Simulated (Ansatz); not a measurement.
Geometry optimisation, Ansatz, RKS B3LYP/cc-pVDZ.

The input (input.yaml):

```yaml
crystal:
  periodic: [false, false, false]
  atoms:
    - { symbol: O, position_ang: [-0.61263, 2.90994, 0.4092] }
    - { symbol: Si, position_ang: [-0.36112, 1.63137, -0.34891] }
    - { symbol: "N", position_ang: [-0.01086, 0.13249, 0.44506] }
    - { symbol: Al, position_ang: [0.34132, -1.59138, 0.04046] }
    - { symbol: H, position_ang: [-0.34903, 1.3626, -1.76946] }
    - { symbol: H, position_ang: [-0.00595, 0.27751, 1.45599] }
    - { symbol: H, position_ang: [0.41261, -2.11736, -1.40761] }
    - { symbol: H, position_ang: [0.58566, -2.60516, 1.17527] }
basis:
  gaussian: { orbitals: cc-pVDZ }
hamiltonian:
  xc: b3lyp
relax:
  f_tol: 0.015
  max_steps: 40
```

Command:

```bash
$ ansatz run input.yaml --threads 1 --pin off --max-ram 2048MiB --backend cpu --events-out ev --progress --plain --runs-dir out
```

Q: Where does it end, and by what steps?

A: It converged. After 7 steps the energy has fallen by 0.174 eV; H7 moved furthest, 0.31 Å.

```
step  energy less start (eV)  largest force component (eV/Å)  accepted
   0                  0.0000                           2.339       yes
   1                 -0.1297                           1.222       yes
   2                 -0.1609                           0.134       yes
   3                 -0.1679                           0.095       yes
   4                 -0.1719                           0.164       yes
   5                 -0.1740                           0.036       yes
   6                 -0.1743                           0.017       yes
   7                 -0.1743                           0.004       yes
```

```xyz
8
Properties=species:S:1:pos:R:3
O -0.625 2.960 0.239
Si -0.340 1.545 -0.322
N -0.008 0.123 0.590
Al 0.340 -1.585 0.029
H -0.304 1.167 -1.762
H -0.013 0.295 1.600
H 0.346 -1.841 -1.530
H 0.605 -2.663 1.155
```

Whether the end is a true minimum wasn't checked by a vibrational analysis.

Time of the run: 29 s on 1 thread of Arm Neoverse V2, with other jobs on the host, peak memory 0.16 GiB.
